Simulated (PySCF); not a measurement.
C6H9BFN.
InChI=1S/C6H9BFN/c8-6-7-9-4-2-1-3-5-9/h1-5H,6-7H2

Torsions of this conformer, `[F:1][CH2:2][BH2-:3][n+:4]1[cH:5][cH:6][cH:7][cH:8][cH:9]1`: F1–C2–B3–N4 -68°, C2–B3–N4–C5 43°.

The closed-shell ground state was solved at several levels (PySCF, density fitting, gas phase, non-relativistic). One conformer (not necessarily the lowest) at the PBE0-D3(BJ)/def2-SVP geometry, without solvent, vibrations or thermal averaging.

```json
{"level": "PBE0/pcSseg-1", "basis functions": "198", "HOMO (eV)": "-7.34", "LUMO (eV)": "-2.06", "gap (eV)": "5.28", "dipole (D)": "6.49"}
{"level": "KT2/pcSseg-1", "basis functions": "198", "HOMO (eV)": "-6.04", "LUMO (eV)": "-2.86", "gap (eV)": "3.18", "dipole (D)": "6.18"}
```

(1) Estimate the row for wB97X-D/def2-SVPD, a basis of 255 functions; the other rows only guide the guess.

(2) Over all these levels, which gives the widest orbital gap and which the narrowest?

(3) How far do the dipole and the HOMO energy spread over the levels?

Answers

(1) HOMO -9.26 eV, LUMO -0.36 eV, gap 8.90 eV, dipole 6.65 D.

(2) wB97X-D/def2-SVPD (range-separated hybrid) has the widest, 8.90 eV, and KT2/pcSseg-1 (GGA) the narrowest, 3.18 eV. Functional and basis both differ between the two, so the spread mixes both effects.

(3) The dipole runs from 6.18 to 6.65 D (mean 6.44 D) and the HOMO from -9.26 to -6.04 eV.
